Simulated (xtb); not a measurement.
Hf(NH2)2(SH)2 (H₆HfN₂S₂), SMILES [NH2][Hf]([NH2])([SH])[SH], multiplicity 1. All values are semi-empirical tight-binding results from xtb (GFN2-xTB unless named), good for trends rather than for accurate numbers. Geometry optimised at GFN2-xTB. The multiplicity is an assumed one; other spin states were not compared. One conformer was computed; it need not be the lowest.

Optimised geometry:

```xyz
11

Hf     0.1345    -0.0543     0.0456
N      0.9705    -1.1800    -1.3991
H      1.0007    -2.1941    -1.4947
H      1.5802    -0.7990    -2.1223
N      0.5755     0.5584     1.9121
H      0.3091     0.0414     2.7496
H      1.1835     1.3171     2.2173
S      0.3169     2.1837    -1.0699
H      0.2127     2.8803     0.0581
S     -1.7612    -1.6032     0.5874
H     -1.6861    -2.2731    -0.5593
```

For metal compounds this method's bond lengths and energies can be far off.

```yaml
point_group_as_xtb_finds_it: C2
orbital_gap: 2.39 eV
zero_point_energy: 37.7 kcal/mol
G − E(el) at 298.15 K (modified RRHO): 13.7 kcal/mol
```

### Question
Give the atomic charges and the Wiberg bond orders between heavy atoms. (The exact figures need the calculation; the answer reports its results.)

### Answer
charges (e) Hf1 0.99, N2 -0.53, H3 0.16, H4 0.17, N5 -0.53, H6 0.17, H7 0.16, S8 -0.47, H9 0.17, S10 -0.47, H11 0.17. Bond orders Hf1–N2 0.92, Hf1–N5 0.92, Hf1–S8 0.83, Hf1–S10 0.83.
